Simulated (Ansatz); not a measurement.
`C[SiH2][O][GeH3]` → `C[SiH2][GeH2][OH]`  (isomerisation)

Computed with Ansatz on PBE0-D4/def2-TZVP structures; ΔE is electronic, products minus reactants. CCSD(T)/CBS adds triple-zeta CCSD(T) − MP2 to the extrapolated MP2 energy (def2 sets, frozen cores). Functionals use def2-TZVPP. For Ge outer-core shells are correlated without core-valence functions, which leaves a few kJ/mol of doubt a bond. Scalar relativity is left out up to krypton. One conformer a species, not always the lowest.

Q: Is it downhill or uphill in electronic energy at CCSD(T)/CBS, and by how much? (An estimate is asked.)

A: The calculation gave: Uphill: ΔE = +97.3 kJ/mol.

Q: What do these levels give: B2PLYP, PBE0, r2SCANh, BHLYP, MP2/def2-SVP, MP2/CBS(def2)? (An estimate is asked.)

A: The calculation gave: B2PLYP 100.8, PBE0 82.7, r2SCANh 93.9, BHLYP 108.8, MP2/def2-SVP 104.8, MP2/CBS(def2) 101.6 kJ/mol.

Largest T1 diagnostic among the species: 0.012.

Leaving LDA and LC-ωPBE aside and taking each functional with its dispersion term where it has one, the values, not all of them listed here, spread over 34.6 kJ/mol, from PBE-D4 to BHLYP-D4. LDA lies +5.8 kJ/mol from PBE without D4. In def2-TZVPP, CCSD(T) changes the Hartree–Fock value by −26.0 kJ/mol (the triples alone add −3.3 kJ/mol) and MP2 by −21.8 kJ/mol. From BLYP to BHLYP (50 % exact exchange), in def2-TZVPP and without D4, ΔE moves by +20.0 kJ/mol.
